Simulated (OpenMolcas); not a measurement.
Rh3+.

```yaml
Program: OpenMolcas 26.06
Basis: ANO-RCC-VTZP [7s6p4d2f1g]
Scalar_Hamiltonian: DKH2, point nucleus
Active_space: 6 electrons in 5 orbitals (4d)
State_averaging: 2S+1 = 5 even, 5 roots; 2S+1 = 3 even, 45 roots; 2S+1 = 1 even, 50 roots
Spin-orbit_coupling: RASSI with atomic mean-field integrals over the reference wave functions, term energies averaged over their components
```

Two sets of levels on these reference wave functions, in cm-1 above 4d6 5D4: one from CASSCF and one from MS-CASPT2, IPEA 0.25 Eh, imaginary shift 0.1 Eh (closed shells correlated: 4s 4p).

```json
{"Level": "4d6 5D4", "Set 1": "0.0", "Set 2": "0.0"}
{"Level": "4d6 5D3", "Set 1": "1534", "Set 2": "1552"}
{"Level": "4d6 5D2", "Set 1": "2450", "Set 2": "2430"}
{"Level": "4d6 5D1", "Set 1": "3050", "Set 2": "3020"}
{"Level": "4d6 5D0", "Set 1": "3330", "Set 2": "3300"}
{"Level": "4d6 3H6", "Set 1": "20110", "Set 2": "18400"}
{"Level": "4d6 3H5", "Set 1": "20590", "Set 2": "18670"}
{"Level": "4d6 3P2(1)", "Set 1": "21330", "Set 2": "17930"}
{"Level": "4d6 3F4(1) [51 %]", "Set 1": "23010", "Set 2": "20570"}
{"Level": "4d6 3F3(1)", "Set 1": "23440", "Set 2": "20490"}
{"Level": "4d6 3F2(1)", "Set 1": "24160", "Set 2": "21130"}
{"Level": "4d6 3G5", "Set 1": "25660", "Set 2": "22790"}
{"Level": "4d6 3P1(1)", "Set 1": "25710", "Set 2": "22270"}
{"Level": "4d6 3P0(1)", "Set 1": "26630", "Set 2": "23100"}
{"Level": "4d6 3G4", "Set 1": "27090", "Set 2": "24050"}
{"Level": "4d6 3G3", "Set 1": "27490", "Set 2": "24400"}
```

Problem. Which set is which?

Solution. Set 2 is MS-CASPT2. Its levels of the other terms of 4d6 lie at 0.84 to 0.91 of the other set's values, as expected, since terms of lower spin or lower L gain more correlation energy than the Hund ground term.

CASPT2 breaks the degeneracy within a term, and the mean is taken; among the terms shown or strongly mixed into the levels shown the widest spread is 380 cm-1 (4d6 3G, MS-CASPT2). Without dynamic correlation excited terms often stand tens of per cent too high (terms of higher spin than the ground term too low), and those without a measured partner can miss by more than the paired ones (holds for CASSCF). Only configurations of the active space appear. Levels that lie high or do not pair safely by name in every column are left out.

A share in square brackets marks a mixed level and gives the weight of the term that names it, the lowest over the columns. A number in round brackets counts repeated terms of one configuration in the order of the reference energies.
